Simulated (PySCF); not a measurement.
A structure optimised at PBE-D3(BJ)/def2-SVP, used in a PySCF frequency run:

```xyz
14

F      0.0774     0.2238    -1.3483
C      0.8257     0.7292    -0.2364
Si     2.3050    -0.4875     0.0424
N      0.1152     0.8513     0.9624
C     -1.0865     0.4254     1.1379
Si    -2.2849    -0.4292    -0.0992
H      1.2009     1.7335    -0.5417
H      3.2342     0.0629     1.0841
H      1.7195    -1.7956     0.4858
H      3.0338    -0.6537    -1.2598
H     -1.4835     0.5748     2.1664
H     -3.5254    -0.7393     0.6987
H     -2.6734     0.4740    -1.2339
H     -1.7247    -1.7234    -0.6156
```

Write its SMILES and formula.

F[C@H]([SiH3])/N=C\[SiH3], C₂H₈FNSi₂

What are its rotational constants (standard atomic weights)?

4.3404, 1.2410, 1.1349 GHz
